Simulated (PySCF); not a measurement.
CH6O2Si2.

```xyz
11

O      1.0724    -0.0158    -1.5213
C      1.8075     0.1131    -0.5805
O      1.4343     0.1662     0.6890
Si    -0.2082     0.0554     1.2233
Si    -1.7141    -0.1706    -0.5568
H      2.9099     0.2047    -0.6723
H     -0.4342     1.2985     2.0150
H     -0.2310    -1.1142     2.1481
H     -1.4825    -1.4403    -1.3006
H     -1.6722     1.0195    -1.4517
H     -3.0762    -0.2370     0.0712
```

Geometry optimised at PBE0-D3(BJ)/def2-SVP. This is a generated structure with no PubChem entry under its InChIKey; it may be hypothetical. One conformer was computed; it need not be the lowest.

These are PBE/pcSseg-1 run with PySCF values and carry that method's errors. Non-relativistic, no solvent.

Computed absolute GIAO shielding of each atom: isotropic value and principal components (ppm):
| atom | σ(iso) | σ11 | σ22 | σ33 | span |
|---|---|---|---|---|---|
| O1 | -116.6 | -380.7 | -217.8 | 248.5 | 629.2 |
| C2 | 18.6 | -77.1 | 63.4 | 69.5 | 146.6 |
| O3 | 126.6 | -20.2 | 176.3 | 223.7 | 243.9 |
| Si4 | 356.8 | 301.3 | 330.7 | 438.3 | 137.0 |
| Si5 | 442.5 | 431.6 | 446.5 | 449.4 | 17.8 |
| H6 | 23.3 | 18.7 | 23.0 | 28.1 | 9.4 |
| H7 | 26.0 | 22.7 | 24.8 | 30.5 | 7.9 |
| H8 | 26.0 | 22.6 | 24.8 | 30.6 | 7.9 |
| H9 | 27.1 | 24.2 | 25.6 | 31.7 | 7.5 |
| H10 | 27.2 | 24.2 | 25.6 | 31.7 | 7.5 |
| H11 | 27.7 | 24.6 | 25.3 | 33.2 | 8.6 |
